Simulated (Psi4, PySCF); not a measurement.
HN (SMILES [NH]), triplet, geometry from GFN2-xTB, atoms displaced at random by about 0.08 Å a coordinate. Base run: PBE/def2-TZVP, gradient run with PySCF.

Here is a job for PySCF.
```python
from pyscf import gto, scf, dft

mol = gto.Mole()
mol.atom = '''
    N    -0.029158   -0.036832   -0.114190
    H    -0.042723   -0.037609    0.882446
'''
mol.basis = 'def2-tzvp'
mol.charge = 0
mol.spin = 2
mol.verbose = 3
mol.build()

mf = dft.UKS(mol)
mf.xc = 'pbe'
mf.kernel()
g = mf.nuc_grad_method()
grad = g.kernel()
```

Programs used: Psi4, PySCF; a row that names a program was run with it.

The coordinate followed is y of atom 2.

The base run was repeated with changes; each row names its change, and settings that it needs were set with it.

| change | dE/dx (Eh/bohr) | net force (Eh/bohr) |
|---|---|---|
| base | 0.000035 | 0.000001 |
| finite difference step (bohr) = 1e-5; conv_tol = 1e-11 | 0.000035 | - |
| conv_tol = 1e-4 | 0.000035 | 0.000001 |
| code = psi4 | 0.000035 | 0.000000 |
| grids.level = 0; grid_response = off | 0.000034 | 0.000890 |
| conv_tol = 1e-11 | 0.000035 | 0.000001 |
| conv_tol = 1e-6 | 0.000035 | 0.000001 |
| density fitting = on; auxbasis_response = off | 0.000035 | 0.000834 |
| grids.level = 1; grid_response = off | 0.000035 | 0.000018 |
| grids.level = 1; grid_response = on | 0.000035 | 0.000000 |
| grids.level = 5; grid_response = off | 0.000035 | 0.000001 |
| finite difference step (bohr) = 0.01; conv_tol = 1e-11 | 0.000035 | - |

The net force is zero for an exact gradient.

Open shells are given as the SCF converged; they aren't shown to be the lowest states, and a large step between rows can be another state.
